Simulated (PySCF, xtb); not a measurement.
B(H)(Cl)(Me) (CH₄BCl), SMILES CBCl.

Harmonic wavenumbers (cm⁻¹) from GFN2-xTB (xtb 6.7.1) at its own minimum, in rising order: 68, 310, 602, 683, 845, 896, 1004, 1117, 1384, 1472, 1481, 2599, 2999, 3023, 3048.

What does B3LYP-D3(BJ)/def2-TZVP run with PySCF 2.14.0 give at its own minimum? (Estimate from the structure and the level; the computed values follow.)

63, 325, 640, 680, 895, 934, 1037, 1168, 1336, 1454, 1457, 2646, 3009, 3050, 3117. Paired by order, the mean absolute difference is 32 cm⁻¹ and the zero-point energies are 30.8 and 31.2 kcal/mol.
